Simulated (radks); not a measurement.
Sb5+, 46 electrons, occupied as [Kr] 4d9.5 5d0.5 (fractional occupations, a model configuration).

Method: scalar-relativistic Kohn-Sham, LDA (Slater exchange, VWN5 correlation), spin-unpolarised, spherical densities, point nucleus; computed with a radial shooting solver on a logarithmic mesh with Libxc functionals.

Energy parts (hartree):
part                        energy
total                  -6469.40692
kinetic                 6764.92489
electron-nucleus      -15545.79954
Hartree                 2474.10780
exchange-correlation    -162.64007

Orbitals (lengths in bohr, moments of r in powers of bohr; <r^-3> diverges for s and p1/2; r(max) is where P^2 peaks):
| orbital | occ. | eigenvalue (hartree) | <r> | r(max) | <r^-3> | <r^4> |
|---|---|---|---|---|---|---|
| 1s | 2 | -1114.809 | 0.02845 | 0.01837 | - | 3.134e-06 |
| 2s | 2 | -171.6680 | 0.1227 | 0.1038 | - | 0.0005413 |
| 2p | 6 | -154.4475 | 0.1072 | 0.08306 | 5032 | 0.0003894 |
| 3s | 2 | -35.51441 | 0.3310 | 0.3003 | - | 0.02391 |
| 3p | 6 | -29.89993 | 0.3291 | 0.2936 | 942.0 | 0.02518 |
| 3d | 10 | -21.30741 | 0.3055 | 0.2440 | 129.8 | 0.02253 |
| 4s | 2 | -7.74885 | 0.7871 | 0.7210 | - | 0.7243 |
| 4p | 6 | -6.01488 | 0.8451 | 0.7598 | 179.2 | 1.011 |
| 4d | 9.5 | -3.47384 | 0.9912 | 0.8386 | 18.18 | 2.205 |
| 5d | 0.5 | -1.30327 | 2.661 | 2.462 | 2.881 | 90.66 |

The highest occupied level is 5d at -35.464 eV. The density falls to 0.001 e/bohr^3 at r = 3.39 bohr.
